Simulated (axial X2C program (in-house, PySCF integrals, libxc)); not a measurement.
# Testing model relations on SeCl

A bond curve at the PBE0 level, non-relativistic, was computed with an axial X2C code built on PySCF integrals (basis Se dyall-v3z [8s8p5d1f], Cl dyall-v3z [7s7p2d1f] (cores contracted in-house)) for the state M_S = 1/2, Λ = 1 (beyond evenly filled blocks: π+α, π+β, π-α). Its fit gives Re = 2.1236 Å, ωe = 458.5 cm⁻¹, ωexe = 1.46 cm⁻¹ and αe = 6.934e-04 cm⁻¹; the masses are 79.9165 and 34.9689 u. The Hamiltonian is X2C with the speed of light multiplied by 100, the non-relativistic limit, so these are model numbers and not those of the real molecule.

Q: Find the reduced mass, Be and the force constant.

A: From the PBE0 values: μ = 24.3250 u. Be = 16.8576/(μ Re²) = 0.1537 cm⁻¹. k = 5.8918×10⁻⁷ μ ωe² = 3.01 mdyn/Å.

Q: Where do the fundamental and the first overtone lie?

A: ν(1←0) = ωe − 2ωexe = 455.6 cm⁻¹; ν(2←0) = 2ωe − 6ωexe = 908.2 cm⁻¹.

Q: Estimate De from a Morse curve and compare with the computed well depth of 2.784 eV to Se + Cl.

A: De(Morse) = ωe²/(4ωexe) = 4.463 eV against 2.784 eV computed, a ratio of 1.60. The extrapolation overshoots: the well softens faster than a Morse curve, or the lowest atomic limit lies below the one to which the curve heads.

Q: Estimate the centrifugal constant by the Kratzer relation.

A: D = 4Be³/ωe² = 6.91e-08 cm⁻¹.

Q: A Morse curve ties αe to the other constants (Pekeris). How well does that hold?

A: αe(Morse) = 6Be²/ωe × (√(ωexe/Be) − 1) = 6.435e-04 cm⁻¹; the PBE0 curve gives 6.934e-04 cm⁻¹, a ratio of 0.93.

The state is one determinant whose occupation by symmetry is held fixed; it was picked as the lowest of a PBE0 search that is not exhaustive. De is counted from the lowest determinant-based energies of the atoms at the same level, without counterpoise correction. Without a current term, density functionals place determinants with orbital angular momentum somewhat too high.
